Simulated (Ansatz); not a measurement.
The molecule SiNi, multiplicity 5 (not the ground state: that is measured with 2S+1 = 1). No spin–orbit coupling. Ni is treated without relativity.

The constants come from a fifth-degree fit in 1/R (seven points, main isotopes). Runs in def2 and cc sets follow the lowest solution found near the PBE0 minimum.

Programs: Ansatz (a first-principles code). Values without a source in brackets are computed.

Energies at PBE/def2-TZVPP:

| R (Å) | E (hartree) |
|---|---|
| 2.024690 | -1797.33266443 |
| 2.079117 | -1797.33542859 |
| 2.129190 | -1797.33665874 |
| 2.185795 | -1797.33685041 |
| 2.242399 | -1797.33604757 |
| 2.307711 | -1797.33419335 |
| 2.383909 | -1797.33113418 |

**Question.** With a reduced mass of 18.8664 u, find the minimum, the force constant and the constants.

**Answer.** A fifth-degree polynomial in 1/R puts the minimum at r_e = 2.1667 Å with force constant 147 N/m. Then ω_e = (1/2πc)√(k/μ) = 364 cm⁻¹ and B_e = h/(8π²cμr_e²) = 0.1903 cm⁻¹; the cubic and quartic terms give α_e = 0.0014 and ω_e x_e = 2.0 cm⁻¹.
